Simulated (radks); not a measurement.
Q: Species: neutral strontium. Configuration: [Kr] 5s1 5f1 (not the ground configuration). All-electron calculation, Dirac Kohn-Sham, PBE, spin-unpolarised, spherical densities, finite nucleus; open shells fill j = l - 1/2 first; Fermi nuclear charge, rms radius 4.224 fm. Program: a radial shooting solver on a logarithmic mesh with Libxc functionals.

Spin-orbit splittings of the eigenvalues, e(l+1/2) - e(l-1/2), with zeta = 2 splitting/(2l+1) and mean radii in bohr:

shell  occ.  splitting (eV)  zeta (eV)  <r> j=l-1/2  <r> j=l+1/2
2p        6           68.41      45.61       0.1475       0.1517
3p        6               ?          ?       0.4913       0.5018
3d       10           1.830     0.7321       0.4961       0.4998
4p        6           1.167     0.7782        1.539        1.572
5f        1       2.261e-06  6.461e-07        28.19        28.19

Estimate the 3p splitting.

A: 10.49 eV (zeta = 6.992 eV).
